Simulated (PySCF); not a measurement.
# Energy of Sb⁻ (antimony, charge -1) between two integer charges

The 5p beta orbital of [Kr] 4d10 5s2 5p4 is emptied in steps (occupation f), with all orbitals relaxed, ending at [Kr] 4d10 5s2 5p3. Calculation: PySCF 2.14, in def2-TZVPPD with the def2 core potential (28 electrons); scalar relativity through the core potential. The exact energy is a straight line in f; departures are measured from the line between the end points of the same method.

| f | UHF (eV) | LDA (eV) | PBE (eV) | PBE0 (eV) | r2SCAN (eV) | LC-wPBE (eV) | BHandHLYP (eV) | BLYP (eV) | TPSS (eV) |
| --- | --- | --- | --- | --- | --- | --- | --- | --- | --- |
| 1 | 0.000 | 0.000 | 0.000 | 0.000 | 0.000 | 0.000 | 0.000 | 0.000 | 0.000 |
| 0.8 | 0.114 | -0.448 | -0.427 | -0.294 | -0.393 | 0.063 | -0.187 | -0.450 | -0.413 |
| 0.6 | 0.161 | -0.677 | -0.643 | -0.440 | -0.581 | 0.094 | -0.285 | -0.679 | -0.622 |
| 0.4 | 0.152 | -0.681 | -0.645 | -0.440 | -0.567 | 0.094 | -0.289 | -0.684 | -0.625 |
| 0.2 | 0.096 | -0.457 | -0.431 | -0.293 | -0.361 | 0.064 | -0.196 | -0.459 | -0.420 |
| 0 | 0.000 | 0.000 | 0.000 | 0.000 | 0.000 | 0.000 | 0.000 | 0.000 | 0.000 |

```csv
method,E(f=0) − E(f=1) (eV),−ε at f=1 (eV),−ε at f=0.4 (eV)
UHF,-0.168,0.592,-0.336
LDA,1.049,-1.735,1.595
PBE,0.809,-1.850,1.338
PBE0,0.775,-1.058,1.145
r2SCAN,0.801,-1.672,1.364
LC-wPBE,0.781,1.179,0.705
BHandHLYP,0.770,-0.382,0.986
BLYP,0.832,-1.959,1.379
TPSS,0.791,-1.777,1.296
```

Orbital energy along the path (eV):

```csv
f,UHF,LDA,PBE,PBE0,r2SCAN,LC-wPBE,BHandHLYP,BLYP,TPSS
1,-0.592,1.735,1.850,1.058,1.672,-1.179,0.382,1.959,1.777
0.8,-0.224,0.647,0.802,0.326,0.651,-1.013,-0.055,0.869,0.766
0.6,0.081,-0.463,-0.262,-0.409,-0.368,-0.858,-0.510,-0.243,-0.260
0.4,0.336,-1.595,-1.338,-1.145,-1.364,-0.705,-0.986,-1.379,-1.296
0.2,0.554,-2.748,-2.423,-1.878,-2.275,-0.545,-1.487,-2.539,-2.339
0,0.741,-3.920,-3.499,-2.589,-2.812,-0.381,-2.019,-3.709,-3.470
```

At f = 1 the orbital energy is positive for LDA, PBE, PBE0, r2SCAN, BHandHLYP, BLYP, TPSS: only the finite basis holds the electron.

Reference removal energy between the ground levels: 1.047 eV (measured; photodetachment measurements, as compiled on the Wikipedia data page of electron affinities). The calculation has no spin-orbit coupling. UHF lacks correlation.
